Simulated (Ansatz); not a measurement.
Steps of a relaxation of CH₃GaI, SMILES `[CH3][Ga][I]` radical with UKS PBE0-D4/def2-TZVP.

```sh
$ ansatz run in.yaml --threads 4 --pin off --events-out ev --progress --plain --max-ram 10444MiB
```

```yaml
crystal:
  periodic: [false, false, false]
  atoms:
    - {symbol: C, position_ang: [-0.490945, 0.447505, -0.412097]}
    - {symbol: Ga, position_ang: [-0.044159, -0.685242, 1.207043]}
    - {symbol: I, position_ang: [2.291627, -1.762188, 1.242671]}
    - {symbol: H, position_ang: [-1.366358, 0.006245, -0.928074]}
    - {symbol: H, position_ang: [0.393143, 0.456445, -1.078389]}
    - {symbol: H, position_ang: [-0.741209, 1.473334, -0.077355]}
basis:
  gaussian: {orbitals: def2-TZVP}
magnetization: {spin_polarized: true, initial_magnetization: 1}
hamiltonian: {xc: pbe0, dispersion: d4}
relax: {f_tol: 0.005, max_steps: 150}
```

Positions (Å) and forces (eV/Å) along the path, 4 of 4 steps:

```xyz
6
step=1 energy=-61558.4114 eV
C    -0.491    0.448   -0.412   -0.065    0.120   -0.160
Ga   -0.044   -0.685    1.207    0.177    0.043   -0.213
I     2.292   -1.762    1.243   -0.218    0.094    0.007
H    -1.366    0.006   -0.928    0.433    0.231    0.237
H     0.393    0.456   -1.078   -0.450    0.009    0.316
H    -0.741    1.473   -0.077    0.122   -0.498   -0.186
6
step=2 energy=-61558.4308 eV
C    -0.488    0.444   -0.409   -0.002    0.007   -0.010
Ga   -0.030   -0.683    1.194   -0.055    0.080   -0.095
I     2.270   -1.753    1.243    0.028   -0.015    0.004
H    -1.354    0.010   -0.919    0.117    0.058    0.067
H     0.381    0.460   -1.076   -0.121    0.006    0.079
H    -0.737    1.459   -0.079    0.034   -0.136   -0.045
6
step=3 energy=-61558.4325 eV
C    -0.486    0.443   -0.408    0.014   -0.015    0.016
Ga   -0.031   -0.679    1.187    0.002    0.004   -0.007
I     2.270   -1.755    1.246   -0.004    0.001    0.001
H    -1.350    0.010   -0.915   -0.011   -0.003   -0.006
H     0.375    0.463   -1.076    0.004    0.003   -0.007
H    -0.736    1.453   -0.079   -0.005    0.012    0.003
6
step=4 energy=-61558.4325 eV
C    -0.486    0.443   -0.408    0.005   -0.005    0.005
Ga   -0.030   -0.678    1.186    0.000    0.001   -0.001
I     2.270   -1.756    1.247    0.000   -0.001    0.000
H    -1.350    0.010   -0.915   -0.002    0.000   -0.002
H     0.375    0.465   -1.077    0.000    0.002   -0.002
H    -0.737    1.453   -0.079   -0.002    0.002    0.000
```

Run time 18 s (4 threads of an Arm Neoverse V1 on a shared host); peak host memory 0.5 GiB.
